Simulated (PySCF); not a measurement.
Gas-phase equilibrium of 1 mol ZnCl2, 0.29 mol H2O at 1400 K and 0.0100 bar, among 18 species (ClO, O2, HCl, O, HO2, Zn, H2O, H, Zn(OH)2, HOCl, H2O2, O3, H2, ZnH2, ZnCl2, Cl, Cl2, OH). Only gases are allowed; each row takes one source of thermochemistry for all species, and Cantera finds the minimum.

Method: PySCF energies plus ideal-gas RRHO corrections (1 bar). † marks an energy on the PBE0/def2-TZVP geometry and frequencies; other levels use their own. Open shells (unrestricted) among the columns below: O2 (multiplicity 3), Cl (multiplicity 2, electronic degeneracy 6); the rest are closed-shell singlets. Spin-orbit splitting is ignored; it lowers the true energy and changes the entropy of Cl. Zn: all electrons, no relativistic terms. The harmonic model lacks anharmonicity and excited electronic states, which grow with temperature; levels with a mode under 35 cm⁻¹ are left out. Soft modes under 120 cm⁻¹ make the harmonic entropy rough for ZnCl2.

Molecules larger than those listed are left out. Table species left out: Zn+.

With PBE/def2-SVP thermochemistry: ZnCl2 0.67, H2O 0.16, HCl 0.095, Zn 0.047, O2 0.024, H2 0.00052, Cl 0.00015.

Task: How far does the composition move with the other sources (PBE/def2-TZVP†, PBE0/def2-QZVP†, ωB97M-V/def2-TZVP†, ωB97X-V/def2-TZVP†)?

Result: 
```tsv
thermochemistry	x ZnCl2	x H2O	x HCl	x Zn	x O2	x H2	x Cl
PBE/def2-SVP	0.67	0.16	0.095	0.047	0.024	0.00052	0.00015
PBE/def2-TZVP†	0.67	0.16	0.100	0.050	0.025	9.7e-5	0.00029
PBE0/def2-QZVP†	0.74	0.20	0.036	0.018	0.0090	2.5e-5	0.00025
ωB97M-V/def2-TZVP†	0.73	0.20	0.042	0.021	0.011	3.9e-5	0.00028
ωB97X-V/def2-TZVP†	0.73	0.20	0.038	0.019	0.0095	0.00011	0.00019
```
The most sensitive of these is H2: it spans a factor of 10^1.3 over these rows; at this temperature one factor of ten is RT ln 10 = 27 kJ/mol.
